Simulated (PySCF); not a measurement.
# Fractional electron number in Mo⁺ (molybdenum, charge +1)

The 4d alpha orbital of [Kr] 4d5 is emptied in steps (occupation f), with all orbitals relaxed, ending at [Kr] 4d4. All numbers are calculated (PySCF 2.14, a scalar-relativistic core potential, in def2-TZVP with the def2 core potential (28 electrons) (6s4p3d1f, 40 functions)). The exact energy is a straight line in f; departures are measured from the line between the end points of the same method.

Question: Among BHandHLYP, wB97X, M06-2X, which shows the largest delocalisation error (convex curve), and which is closest to linear?

Answer: Most convex: M06-2X (-0.539 eV at f = 0.5); closest to linear: wB97X (-0.272 eV).

```csv
f,BHandHLYP (eV),wB97X (eV),M06-2X (eV)
1,0.000,0.000,0.000
0.9,-0.183,-0.096,-0.191
0.7,-0.431,-0.226,-0.450
0.5,-0.518,-0.272,-0.539
0.3,-0.438,-0.230,-0.455
0.1,-0.189,-0.099,-0.195
0,0.000,0.000,0.000
```

```json
{"method": "BHandHLYP", "E(f=0) − E(f=1) (eV)": "15.871", "−ε at f=1 (eV)": "13.847", "−ε at f=0.5 (eV)": "15.849"}
{"method": "wB97X", "E(f=0) − E(f=1) (eV)": "15.795", "−ε at f=1 (eV)": "14.741", "−ε at f=0.5 (eV)": "15.783"}
{"method": "M06-2X", "E(f=0) − E(f=1) (eV)": "16.119", "−ε at f=1 (eV)": "14.004", "−ε at f=0.5 (eV)": "16.103"}
```

Reference removal energy between the ground levels: 16.16 ± 0.12 eV (semi-empirical (NIST evaluation); NIST Atomic Spectra Database, ionization energies). The calculation has no spin-orbit coupling. The determinant left behind need not be the lowest term of the ion.
